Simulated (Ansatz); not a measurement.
Harmonic vibrations of GeH$_{8}$N$_{2}$Si$_{2}$, SMILES `[NH2][Ge][N]([SiH3])[SiH3]` by finite differences.

```yaml
crystal:
  periodic: [false, false, false]
  atoms:
    - {symbol: N, position_ang: [-1.031996, 1.808633, -1.468659]}
    - {symbol: Ge, position_ang: [-0.264458, 1.906517, 0.182464]}
    - {symbol: N, position_ang: [0.166217, 0.090760, 0.413352]}
    - {symbol: Si, position_ang: [0.855324, -0.370515, 1.937446]}
    - {symbol: Si, position_ang: [-0.021224, -1.125227, -0.805411]}
    - {symbol: H, position_ang: [-1.367425, 2.653996, -1.902623]}
    - {symbol: H, position_ang: [-1.253494, 0.993276, -2.020158]}
    - {symbol: H, position_ang: [-0.009368, -1.344068, 2.658266]}
    - {symbol: H, position_ang: [0.996443, 0.856888, 2.766355]}
    - {symbol: H, position_ang: [2.193965, -0.998278, 1.763601]}
    - {symbol: H, position_ang: [-1.416493, -1.161891, -1.327945]}
    - {symbol: H, position_ang: [0.293024, -2.455330, -0.216315]}
    - {symbol: H, position_ang: [0.879987, -0.889561, -1.965673]}
basis:
  gaussian: {orbitals: def2-TZVP}
hamiltonian: {xc: pbe0, dispersion: d4}
phonons: {temperatures: {t_min: 298.15, t_max: 900, t_step: 200}}
```

```sh
$ ansatz run in.yaml --threads 4 --pin off --events-out ev --progress --plain --max-ram 11315MiB
```

Output, abridged:

```
Functional definition: PBE0
mean field -75369.97570482 eV, -2769.7955195479 hartree, gradient 6.9e-5 eV, S^2 0.000000; 0 other end points of the search recorded, 0 dependent functions left out
mean field -75369.97563993 eV, -2769.7955171630 hartree, gradient 1.9e-6 eV, S^2 0.000000; 0 other end points of the search recorded, 0 dependent functions left out
mean field -75369.97568152 eV, -2769.7955186913 hartree, gradient 2.0e-6 eV, S^2 0.000000; 0 other end points of the search recorded, 0 dependent functions left out
mean field -75369.97552502 eV, -2769.7955129403 hartree, gradient 1.4e-6 eV, S^2 0.000000; 0 other end points of the search recorded, 0 dependent functions left out
mean field -75369.97546330 eV, -2769.7955106719 hartree, gradient 1.6e-6 eV, S^2 0.000000; 0 other end points of the search recorded, 0 dependent functions left out
mean field -75369.97553159 eV, -2769.7955131818 hartree, gradient 1.9e-6 eV, S^2 0.000000; 0 other end points of the search recorded, 0 dependent functions left out
mean field -75369.97559269 eV, -2769.7955154270 hartree, gradient 1.9e-6 eV, S^2 0.000000; 0 other end points of the search recorded, 0 dependent functions left out
mean field -75369.97568690 eV, -2769.7955188890 hartree, gradient 1.8e-6 eV, S^2 0.000000; 0 other end points of the search recorded, 0 dependent functions left out
mean field -75369.97568567 eV, -2769.7955188439 hartree, gradient 1.6e-6 eV, S^2 0.000000; 0 other end points of the search recorded, 0 dependent functions left out
mean field -75369.97569947 eV, -2769.7955193511 hartree, gradient 2.3e-6 eV, S^2 0.000000; 0 other end points of the search recorded, 0 dependent functions left out
mean field -75369.97558096 eV, -2769.7955149960 hartree, gradient 1.5e-6 eV, S^2 0.000000; 0 other end points of the search recorded, 0 dependent functions left out
mean field -75369.97566080 eV, -2769.7955179301 hartree, gradient 1.1e-6 eV, S^2 0.000000; 0 other end points of the search recorded, 0 dependent functions left out
mean field -75369.97561428 eV, -2769.7955162204 hartree, gradient 1.5e-6 eV, S^2 0.000000; 0 other end points of the search recorded, 0 dependent functions left out
mean field -75369.97567965 eV, -2769.7955186226 hartree, gradient 1.7e-6 eV, S^2 0.000000; 0 other end points of the search recorded, 0 dependent functions left out
mean field -75369.97566552 eV, -2769.7955181036 hartree, gradient 1.5e-6 eV, S^2 0.000000; 0 other end points of the search recorded, 0 dependent functions left out
mean field -75369.97558951 eV, -2769.7955153101 hartree, gradient 1.9e-6 eV, S^2 0.000000; 0 other end points of the search recorded, 0 dependent functions left out
mean field -75369.97562139 eV, -2769.7955164818 hartree, gradient 2.0e-6 eV, S^2 0.000000; 0 other end points of the search recorded, 0 dependent functions left out
mean field -75369.97560305 eV, -2769.7955158079 hartree, gradient 1.9e-6 eV, S^2 0.000000; 0 other end points of the search recorded, 0 dependent functions left out
mean field -75369.97558229 eV, -2769.7955150448 hartree, gradient 1.7e-6 eV, S^2 0.000000; 0 other end points of the search recorded, 0 dependent functions left out
mean field -75369.97562331 eV, -2769.7955165523 hartree, gradient 1.7e-6 eV, S^2 0.000000; 0 other end points of the search recorded, 0 dependent functions left out
mean field -75369.97559500 eV, -2769.7955155118 hartree, gradient 1.0e-6 eV, S^2 0.000000; 0 other end points of the search recorded, 0 dependent functions left out
mean field -75369.97560560 eV, -2769.7955159016 hartree, gradient 2.8e-6 eV, S^2 0.000000; 0 other end points of the search recorded, 0 dependent functions left out
mean field -75369.97560342 eV, -2769.7955158212 hartree, gradient 2.0e-6 eV, S^2 0.000000; 0 other end points of the search recorded, 0 dependent functions left out
mean field -75369.97564724 eV, -2769.7955174318 hartree, gradient 2.0e-6 eV, S^2 0.000000; 0 other end points of the search recorded, 0 dependent functions left out
mean field -75369.97555342 eV, -2769.7955139840 hartree, gradient 1.5e-6 eV, S^2 0.000000; 0 other end points of the search recorded, 0 dependent functions left out
mean field -75369.97560917 eV, -2769.7955160325 hartree, gradient 8.5e-7 eV, S^2 0.000000; 0 other end points of the search recorded, 0 dependent functions left out
mean field -75369.97561442 eV, -2769.7955162256 hartree, gradient 2.5e-6 eV, S^2 0.000000; 0 other end points of the search recorded, 0 dependent functions left out
mean field -75369.97556493 eV, -2769.7955144068 hartree, gradient 1.3e-6 eV, S^2 0.000000; 0 other end points of the search recorded, 0 dependent functions left out
mean field -75369.97564383 eV, -2769.7955173062 hartree, gradient 2.5e-6 eV, S^2 0.000000; 0 other end points of the search recorded, 0 dependent functions left out
mean field -75369.97556294 eV, -2769.7955143339 hartree, gradient 1.3e-6 eV, S^2 0.000000; 0 other end points of the search recorded, 0 dependent functions left out
mean field -75369.97563550 eV, -2769.7955170002 hartree, gradient 2.8e-6 eV, S^2 0.000000; 0 other end points of the search recorded, 0 dependent functions left out
mean field -75369.97567934 eV, -2769.7955186113 hartree, gradient 2.7e-6 eV, S^2 0.000000; 0 other end points of the search recorded, 0 dependent functions left out
mean field -75369.97569243 eV, -2769.7955190922 hartree, gradient 2.3e-6 eV, S^2 0.000000; 0 other end points of the search recorded, 0 dependent functions left out
mean field -75369.97561948 eV, -2769.7955164116 hartree, gradient 2.0e-6 eV, S^2 0.000000; 0 other end points of the search recorded, 0 dependent functions left out
[...]
mean field -75369.97568474 eV, -2769.7955188098 hartree, gradient 2.7e-6 eV, S^2 0.000000; 0 other end points of the search recorded, 0 dependent functions left out
mean field -75369.97569917 eV, -2769.7955193402 hartree, gradient 7.0e-7 eV, S^2 0.000000; 0 other end points of the search recorded, 0 dependent functions left out
mean field -75369.97567493 eV, -2769.7955184495 hartree, gradient 2.5e-6 eV, S^2 0.000000; 0 other end points of the search recorded, 0 dependent functions left out
mean field -75369.97570404 eV, -2769.7955195191 hartree, gradient 1.4e-6 eV, S^2 0.000000; 0 other end points of the search recorded, 0 dependent functions left out
mean field -75369.97569202 eV, -2769.7955190774 hartree, gradient 1.9e-6 eV, S^2 0.000000; 0 other end points of the search recorded, 0 dependent functions left out
mean field -75369.97566351 eV, -2769.7955180297 hartree, gradient 2.4e-6 eV, S^2 0.000000; 0 other end points of the search recorded, 0 dependent functions left out
mean field -75369.97566669 eV, -2769.7955181466 hartree, gradient 2.0e-6 eV, S^2 0.000000; 0 other end points of the search recorded, 0 dependent functions left out
mean field -75369.97569200 eV, -2769.7955190766 hartree, gradient 2.9e-6 eV, S^2 0.000000; 0 other end points of the search recorded, 0 dependent functions left out
mean field -75369.97567334 eV, -2769.7955183910 hartree, gradient 2.5e-6 eV, S^2 0.000000; 0 other end points of the search recorded, 0 dependent functions left out
mean field -75369.97566523 eV, -2769.7955180928 hartree, gradient 1.0e-6 eV, S^2 0.000000; 0 other end points of the search recorded, 0 dependent functions left out
mean field -75369.97565350 eV, -2769.7955176616 hartree, gradient 2.3e-6 eV, S^2 0.000000; 0 other end points of the search recorded, 0 dependent functions left out
mean field -75369.97568696 eV, -2769.7955188914 hartree, gradient 1.9e-6 eV, S^2 0.000000; 0 other end points of the search recorded, 0 dependent functions left out
mean field -75369.97569282 eV, -2769.7955191066 hartree, gradient 2.3e-6 eV, S^2 0.000000; 0 other end points of the search recorded, 0 dependent functions left out
mean field -75369.97570940 eV, -2769.7955197159 hartree, gradient 2.5e-6 eV, S^2 0.000000; 0 other end points of the search recorded, 0 dependent functions left out
mean field -75369.97568477 eV, -2769.7955188111 hartree, gradient 2.6e-6 eV, S^2 0.000000; 0 other end points of the search recorded, 0 dependent functions left out
mean field -75369.97565208 eV, -2769.7955176095 hartree, gradient 2.8e-6 eV, S^2 0.000000; 0 other end points of the search recorded, 0 dependent functions left out
mean field -75369.97566045 eV, -2769.7955179171 hartree, gradient 1.2e-6 eV, S^2 0.000000; 0 other end points of the search recorded, 0 dependent functions left out
mean field -75369.97568134 eV, -2769.7955186847 hartree, gradient 2.9e-6 eV, S^2 0.000000; 0 other end points of the search recorded, 0 dependent functions left out
mean field -75369.97571441 eV, -2769.7955199002 hartree, gradient 2.7e-6 eV, S^2 0.000000; 0 other end points of the search recorded, 0 dependent functions left out
mean field -75369.97568876 eV, -2769.7955189574 hartree, gradient 2.4e-6 eV, S^2 0.000000; 0 other end points of the search recorded, 0 dependent functions left out
mean field -75369.97569572 eV, -2769.7955192134 hartree, gradient 2.8e-6 eV, S^2 0.000000; 0 other end points of the search recorded, 0 dependent functions left out
mean field -75369.97569480 eV, -2769.7955191797 hartree, gradient 2.0e-6 eV, S^2 0.000000; 0 other end points of the search recorded, 0 dependent functions left out
mean field -75369.97569825 eV, -2769.7955193062 hartree, gradient 1.8e-6 eV, S^2 0.000000; 0 other end points of the search recorded, 0 dependent functions left out
mean field -75369.97565026 eV, -2769.7955175428 hartree, gradient 2.2e-6 eV, S^2 0.000000; 0 other end points of the search recorded, 0 dependent functions left out
mean field -75369.97566859 eV, -2769.7955182162 hartree, gradient 2.8e-6 eV, S^2 0.000000; 0 other end points of the search recorded, 0 dependent functions left out
mean field -75369.97568162 eV, -2769.7955186952 hartree, gradient 2.2e-6 eV, S^2 0.000000; 0 other end points of the search recorded, 0 dependent functions left out
mean field -75369.97569895 eV, -2769.7955193319 hartree, gradient 2.1e-6 eV, S^2 0.000000; 0 other end points of the search recorded, 0 dependent functions left out
mean field -75369.97568617 eV, -2769.7955188622 hartree, gradient 2.0e-6 eV, S^2 0.000000; 0 other end points of the search recorded, 0 dependent functions left out
mean field -75369.97567441 eV, -2769.7955184303 hartree, gradient 2.1e-6 eV, S^2 0.000000; 0 other end points of the search recorded, 0 dependent functions left out
mean field -75369.97568293 eV, -2769.7955187434 hartree, gradient 2.5e-6 eV, S^2 0.000000; 0 other end points of the search recorded, 0 dependent functions left out
mean field -75369.97571094 eV, -2769.7955197725 hartree, gradient 2.3e-6 eV, S^2 0.000000; 0 other end points of the search recorded, 0 dependent functions left out
mean field -75369.97565973 eV, -2769.7955178906 hartree, gradient 2.5e-6 eV, S^2 0.000000; 0 other end points of the search recorded, 0 dependent functions left out
mean field -75369.97567824 eV, -2769.7955185709 hartree, gradient 1.1e-6 eV, S^2 0.000000; 0 other end points of the search recorded, 0 dependent functions left out
Total energy: -75370.32010467 eV, -2769.8081760088 hartree
Atom 0 at    -1.031996     1.808633    -1.468659 Å, force    -0.000513     0.000306    -0.000867 eV/Å
Atom 1 at    -0.264458     1.906517     0.182464 Å, force     0.001996     0.002130     0.004165 eV/Å
Atom 2 at     0.166217     0.090760     0.413352 Å, force     0.001613    -0.004721     0.001697 eV/Å
Atom 3 at     0.855324    -0.370515     1.937446 Å, force    -0.002320     0.003565     0.000008 eV/Å
Atom 4 at    -0.021224    -1.125227    -0.805411 Å, force    -0.000972     0.000631    -0.003711 eV/Å
Atom 5 at    -1.367425     2.653996    -1.902623 Å, force     0.000314     0.000973     0.000345 eV/Å
Atom 6 at    -1.253494     0.993276    -2.020158 Å, force    -0.001292    -0.001707    -0.002878 eV/Å
Atom 7 at    -0.009368    -1.344068     2.658266 Å, force     0.001938    -0.000331    -0.001016 eV/Å
Atom 8 at     0.996443     0.856888     2.766355 Å, force     0.000558    -0.000676    -0.000877 eV/Å
Atom 9 at     2.193965    -0.998278     1.763601 Å, force    -0.001902     0.000577     0.000580 eV/Å
Atom 10 at    -1.416493    -1.161891    -1.327945 Å, force     0.000949    -0.001254     0.001870 eV/Å
Atom 11 at     0.293024    -2.455330    -0.216315 Å, force    -0.000437     0.001341    -0.000800 eV/Å
Atom 12 at     0.879987    -0.889561    -1.965673 Å, force     0.000066    -0.000833     0.001485 eV/Å
Dipole moment:    -0.166458     0.136214    -0.259749 e Å
Vibrations: 50.83 90.20 127.40 154.85 163.25 185.63 247.11 378.77 400.41 442.16 649.60 658.83 688.77 692.10 725.08 735.76 909.76 937.38 939.90 943.40 957.32 968.34 990.14 1005.70 1572.67 2197.84 2206.81 2208.90 2213.97 2218.61 2219.84 3573.61 3687.55 cm⁻¹, zero-point energy 2.240548 eV
```

It took 3.8 min on 4 threads of an Intel Xeon Platinum 8488C on a shared host, with 0.84 GiB of host memory at the peak.
